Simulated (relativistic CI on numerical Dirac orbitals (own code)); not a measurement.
**Radial parameters of Ho18+**

Method of calculation: Dirac-Coulomb-Breit CI, KLI orbitals optimised for each configuration, model QED, unscaled Slater integrals (own radial code, finite nucleus).

Slater integrals F^k, G^k are unscaled and averaged over j, outside the closed core [Ar] 3d10 4s2; ζ comes from projecting the Hamiltonian with its Breit term on Σ l·s of the shell.

- 4p6 4d10 4f3: F^2(4f,4f) = 180020, F^4(4f,4f) = 116230, F^6(4f,4f) = 84629, ζ(4f) = 3395.1 cm⁻¹; <r>(4f) = 0.5693, <r^2>(4f) = 0.3767 (bohr units).
- 4p6 4d10 4f2 5s: F^2(4f,4f) = 182660, F^4(4f,4f) = 118030, F^6(4f,4f) = 85971, ζ(4f) = 3527, G^3(4f,5s) = 30489 cm⁻¹; <r>(4f) = 0.5622, <r^2>(4f) = 0.3673, <r>(5s) = 0.9831, <r^2>(5s) = 1.076 (bohr units).
- 4p6 4d10 4f 5s2: ζ(4f) = 3661.3 cm⁻¹; <r>(4f) = 0.5545, <r^2>(4f) = 0.3567 (bohr units).

Averages of the first 10 configurations, taken without configuration mixing, which lowers the lowest level and can move excited configurations by several eV; other configurations of the list can lie among them:

| Configuration | Parity | States | Average energy above the lowest level (eV) |
| --- | --- | --- | --- |
| 4p6 4d10 4f3 | odd | 364 | 8.0 |
| 4p6 4d10 4f2 5s | even | 182 | 38.8 |
| 4p6 4d10 4f 5s2 | odd | 14 | 77.1 |
| 4p6 4d10 4f2 5p | odd | 546 | 78.9 |
| 4p6 4d10 4f 5s 5p | even | 168 | 114.9 |
| 4p6 4d9 4f4 | even | 10010 | 178.1 |
| 4p6 4d10 4f 5p2 | odd | 210 | 157.3 |
| 4p6 4d10 4f 5s 5d | odd | 280 | 173.7 |
| 4p6 4d10 4f2 5d | even | 910 | 135.6 |
| 4p6 4d10 4f 5p 5d | even | 840 | 214.2 |
